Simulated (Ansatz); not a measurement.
**Abstraction of H: C2H3FSi + SiH2(SiH2)Cl → C2H2FSi + SiH2(SiH3)Cl**

Species: C2H3FSi `C#C[SiH2]F`, singlet; SiH2(SiH2)Cl, doublet; C2H2FSi `C#C[SiH]F`, doublet; SiH2(SiH3)Cl, singlet. A radical takes H: the energy is the difference in strength between two Si–H bonds in different surroundings.

Shapes, held fixed at every level: PBE0-D4/def2-TZVP. Flexible molecules stand in one conformer, not always the lowest. Programs: Ansatz 0.2.0. The zero-point and thermal change to 298 K, harmonic and unscaled (PBE0-D4/def2-TZVP), is -0.6 kJ/mol.

```
               level                   kind  ΔH(298 K) (kJ/mol)  less CCSD(T)/CBS estimate
        MP2/def2-SVP    perturbation theory               +38.5                      +13.9
         HF/def2-SVP           Hartree–Fock               +26.1                       +1.5
    SPW92/def2-TZVPP                    LDA               +11.0                      -13.6
r2SCAN-D4/def2-TZVPP               meta-GGA               +16.9                       -7.7
 BHLYP-D4/def2-TZVPP          global hybrid               +21.9                       -2.7
   B2PLYP/def2-TZVPP          double hybrid               +20.2                       -4.4
     CCSD/def2-TZVPP  coupled cluster or CI               +25.7                       +1.1
CCSD(T)/CBS estimate  coupled cluster or CI               +24.6                        0.0
```

The highest level, CCSD(T)/CBS estimate, gives ΔH(298 K) = +24.6 kJ/mol; the levels span +11.0 to +38.5. The column of differences is taken from that level and isn't an error. No measured value is set beside it here. Spin contamination: C2H2FSi (⟨S²⟩ up to 0.82). Open shells run unrestricted. The CBS estimate extrapolates MP2 from def2-TZVPP and def2-QZVPP and adds CCSD(T) − MP2 in the triple-zeta set, cores frozen.
